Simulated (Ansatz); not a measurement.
This geometry of CH$_{3}$F$_{2}$Si (7 atoms, charge -1, multiplicity 1) is a first-order saddle point.

These are results of RKS PBE-D4/STO-3G in Ansatz 0.2.0, not measurements.

```xyz
7
Properties=species:S:1:pos:R:3
F 1.441 -1.632 0.479
C 0.040 -1.511 0.120
F -0.550 -1.677 1.434
Si -0.158 0.708 -0.275
H -0.691 0.808 -1.650
H -1.090 1.690 0.353
H 1.009 1.615 -0.461
```

Which two structures does it join? (They come from a converged band through this point; their orientation in space is the band's.)

No bond is made or broken. The dihedral F3–C2–Si4–H5 goes from -76 to -178°. The two ends are copies of one structure, up to a mirror image or an exchange of like atoms.

Initial state:

```xyz
7
Properties=species:S:1:pos:R:3
F 1.369 -1.341 1.164
C 0.420 -1.309 0.071
F -0.679 -2.025 0.684
Si -0.200 0.717 -0.169
H -1.113 0.633 -1.326
H -0.764 1.998 0.414
H 0.966 1.327 -0.838
```

Final state:

```xyz
7
Properties=species:S:1:pos:R:3
F 0.900 -2.052 -0.078
C -0.243 -1.298 0.391
F 0.021 -1.318 1.814
Si 0.013 0.714 -0.271
H -0.327 0.619 -1.704
H -1.219 1.364 0.215
H 0.855 1.971 -0.367
```

How far does it lie above each of them?

0.094 eV above the first and 0.094 eV above the second. This is the barrier of this one path; another mechanism may lie lower. Limits of this set-up: minimal basis, an anion without diffuse functions, the dipole of an ion depends on the origin.

Run time: 33 s on 1 thread of Intel(R) Xeon(R) 6975P-C (Granite Rapids), on a shared host, peak memory 0.1 GiB.
